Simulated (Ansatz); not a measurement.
Frontier orbitals of ClH3SSn (`[SH][SnH2][Cl]`).

Charge 0, multiplicity 1. Correlated methods include outer-core shells of Sn, which these sets cover unevenly. Sn takes the def2 core potential. Geometry: relaxed with PBE0-D4/def2-TZVP. It is one conformer, not always the lowest. Basis def2-TZVPP, Ansatz 0.2.0.

| functional | HOMO (eV) | LUMO (eV) | gap (eV) |
| --- | --- | --- | --- |
| LDA (SPW92) | -6.67 | -2.31 | 4.36 |
| PBE | -6.55 | -2.07 | 4.48 |
| BLYP | -6.38 | -2.02 | 4.36 |
| PBE0 | -7.79 | -1.16 | 6.63 |
| r2SCANh | -7.30 | -1.50 | 5.80 |
| r2SCAN0 | -7.98 | -1.01 | 6.97 |
| HSE06 (plane-wave form) | -7.39 | -1.53 | 5.86 |
| LC-ωPBE | -10.53 | 1.02 | 11.55 |
| ωB97X-V | -10.16 | 0.90 | 11.06 |
| ωB97M-V | -9.98 | 0.72 | 10.70 |
| HF | -10.63 | 2.13 | 12.76 |

From PBE to PBE0 the HOMO moves by −1.24 eV and the LUMO by +0.91 eV, and with ωB97M-V by −3.42 and +2.79 eV, so the gap grows from 4.48 to 10.70 eV with exact exchange. A positive LUMO is unbound and depends on the basis.

LC-ωPBE has ω = 0.4 bohr⁻¹.
